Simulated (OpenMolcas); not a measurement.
An OpenMolcas run meant for Tc V (ANO-RCC-VTZP, DKH2; inactive shells 1s 2s 2p 3s 3p 3d 4s 4p; intended active space 3 electrons in 10 orbitals (4d 5d)). One step of its input:

```
&CASPT2
Multistate=10 1 2 3 4 5 6 7 8 9 10
Frozen=8 6
IPEA=0.25
Shift=3.0
MaxIter=60
WThr=0.0 0.3 0.05
PrWF=0.5
NoMix
```

The run finished. Its levels beside those of a sound run (MS-CASPT2, IPEA 0.25 Eh, imaginary shift 0.1 Eh (closed shells correlated: 4s 4p)), in eV above each run's lowest level:

```json
{"Level": "4d³ ⁴F_3/2", "This run": "0.0000", "Usual run": "0.0000"}
{"Level": "4d³ ⁴F_5/2", "This run": "0.1314", "Usual run": "0.1324"}
{"Level": "4d³ ⁴F_7/2", "This run": "0.2951", "Usual run": "0.2962"}
{"Level": "4d³ ⁴F_9/2", "This run": "0.4782", "Usual run": "0.4783"}
{"Level": "4d³ ⁴P_3/2", "This run": "1.5592", "Usual run": "1.4867"}
{"Level": "4d³ ⁴P_1/2", "This run": "1.5575", "Usual run": "1.4925"}
{"Level": "4d³ ⁴P_5/2", "This run": "1.7666", "Usual run": "1.7064"}
{"Level": "4d³ ²G_7/2", "This run": "1.7862", "Usual run": "1.7181"}
{"Level": "4d³ ²G_9/2", "This run": "1.8969", "Usual run": "1.8328"}
{"Level": "4d³ ²P_1/2", "This run": "2.2719", "Usual run": "2.1321"}
{"Level": "4d³ ²H_9/2", "This run": "2.4535", "Usual run": "2.3977"}
{"Level": "4d³ ²H_11/2", "This run": "2.5015", "Usual run": "2.4483"}
{"Level": "4d³ ²D_5/2(1)", "This run": "2.6336", "Usual run": "2.5296"}
{"Level": "4d³ ²F_7/2", "This run": "3.7897", "Usual run": "3.6554"}
```

Task: Which setting is unsound, and how much does it matter here?

Result: The level shift is far above the usual 0.1 to 0.3 hartree and damps the second-order energy. Against the sound run the excited levels shown move by 510 cm-1 on average and by 1100 cm-1 at most.

CASPT2 does not keep the components of a term degenerate, so their means are used; among the terms shown or strongly mixed into the levels shown the widest spread is 600 cm-1 (4d³ ⁴F, the sound run). Active for correlation alone: 5d; no level in the range computed is led by a configuration that fills it, so any true level of that kind is missing. Only configurations of the active space appear.

A number in round brackets counts repeated terms of one configuration in the order of the reference energies.
